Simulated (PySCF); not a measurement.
B(H)2(OEt) (C2H7BO), SMILES BOCC.

Geometry: TPSSh-D3(BJ)/def2-SVP. The structure was generated by enumeration, and PubChem lists no compound with its InChIKey, so it may never have been made. One conformer was computed; it need not be the lowest.

Two levels are set side by side: TDA-PBE/def2-SVPD (PySCF) and TDA-PBE0/def2-SVPD (PySCF). Vertical, same geometry. The lowest singlet is HOMO→LUMO 100 % with PBE and HOMO→LUMO 99 % with the other functional; states are paired by order. Differences are taken from unrounded values.

```csv
quantity,TDA-PBE0,TDA-PBE,TDA-PBE minus TDA-PBE0
lowest singlet excitation (eV),6.29,5.88,-0.41
lowest triplet excitation (TDA) (eV),5.64,5.31,-0.32
first bright state (f over 0.05) (eV),8.07,7.33,-0.74
its oscillator strength,0.20,0.15,-0.05
```

Functionals without exact exchange tend to place singlet excitations lower, as here. Differences between two approximate levels are no errors against the true value.

Rough cost on one machine, each run with all the roots and properties that it gave: TDA-PBE0 against TDA-PBE within a factor of 2.
